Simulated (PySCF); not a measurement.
## What went wrong, or what changed?

The sound run of [Dy(PH3)]3+ (singlet in the valence; each metal's 4f electrons, 9 of them, lie in its core potential, out of spins and levels) uses PySCF 2.14.0, RKS B3LYP, Dy lcecp-1-SVP with ECP55, P def2-SVP, H def2-SVP; non-relativistic Hamiltonian with scalar-relativistic core potentials where named; density fitting; no spin-orbit coupling, grid (50, 194), threshold 1e-8 and 55 cycles at the relaxed geometry:
```xyz
5

Dy    0.0000    0.0000   -0.4033
P     0.0000    0.0000    2.5277
H     1.3318    0.0000    3.0395
H    -0.6659    1.1534    3.0395
H    -0.6659   -1.1534    3.0395
```
This run, with dm0 from free metal ions and neutral atoms, differs:

```python
mol = gto.M(atom='''
Dy     0.00000    -0.00000    -0.40331
P     -0.00000     0.00000     2.52772
H      1.33185    -0.00001     3.03951
H     -0.66592     1.15342     3.03951
H     -0.14432    -0.24996     0.34281''',
    basis={'Dy': 'lcecp-1-SVP', 'P': 'def2-SVP', 'H': 'def2-SVP'},
    ecp={'Dy': 'lcecp-1-SVP'},
    charge=3, spin=0)
mf = dft.RKS(mol, xc='B3LYP')
mf.grids.atom_grid = (50, 194)  # f atoms: unpruned, at least (60, 302)
mf = mf.density_fit()  # fitting sets: Dy AutoAux, P def2-universal-JKFIT, H def2-universal-JKFIT
mf.conv_tol = 1e-08; mf.max_cycle = 96
mf.kernel(dm0)
mf.nuc_grad_method().kernel()
```

Q: What was changed, and how did it end?

A: One atom was put far too close to the first. It converged in 15 cycles, 35.693 eV from the sound run, largest force component 123.94 eV/Å. The cycle limit differs too. These settings are unsound on purpose: the numbers aren't the compound's.
```
init E= -354.643137483174
cycle= 1 E= -375.068286472839  delta_E= -20.4  |g|= 2.28  |ddm|= 5.33
cycle= 2 E= -366.579316539809  delta_E= 8.49  |g|= 2.74  |ddm|= 8.35
cycle= 3 E= -376.294348660874  delta_E= -9.72  |g|= 1.31  |ddm|= 7.13
cycle= 4 E= -377.058109039549  delta_E= -0.764  |g|= 0.769  |ddm|= 1.93
cycle= 5 E= -377.356642823937  delta_E= -0.299  |g|= 0.496  |ddm|= 3.81
...
cycle= 13 E= -377.495898635327  delta_E= -9.87e-06  |g|= 0.000256  |ddm|= 0.014
cycle= 14 E= -377.495898675108  delta_E= -3.98e-08  |g|= 6.46e-05  |ddm|= 0.0011
cycle= 15 E= -377.495898677123  delta_E= -2.01e-09  |g|= 1.71e-05  |ddm|= 0.000257
Extra cycle  E= -377.495898677146  delta_E= -2.35e-11  |g|= 1.82e-05  |ddm|= 0.000104
converged SCF energy = -377.495898677146
```

Run from Python with OMP_NUM_THREADS=2; the lines above give its settings.
It took 1.8 s on 2 threads of Arm Neoverse V2, on a shared host.

An lcecp potential fixes the number of 4f electrons, so in runs with it no electron can move into or out of that shell.
